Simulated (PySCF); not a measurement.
SeCl₄, SMILES Cl[Se](Cl)(Cl)Cl. Atoms are numbered in the order given.

```xyz
5

Se     0.0000     0.0000     0.4307
Cl     1.6880     0.0000    -0.9260
Cl     0.0000     2.3264     0.4954
Cl    -1.6880     0.0000    -0.9260
Cl     0.0000    -2.3264     0.4954
```

Geometry: PBE0-D3(BJ)/def2-SVP. The isomer is the one that the SMILES or the coordinates give; other isomers of the formula were not compared.

All values below come from HF/pcSseg-1 (PySCF).

GIAO shieldings, no solvent; atoms listed in one row are averaged. δ = σ(ref) − σ: ⁷⁷Se against Me2Se (σ = 1942.8 ppm); ³⁵Cl against HCl (σ = 958.2 ppm), references at their B3LYP-D3(BJ)/def2-TZVP geometries, non-relativistic (without spin–orbit terms, shifts of atoms bonded to Cl or Br come out too high).

```tsv
nucleus	atoms	count	δ (ppm)
⁷⁷Se	Se1	1	1025.9
³⁵Cl	Cl2, Cl4	2	675.0
³⁵Cl	Cl5, Cl3	2	470.4
```
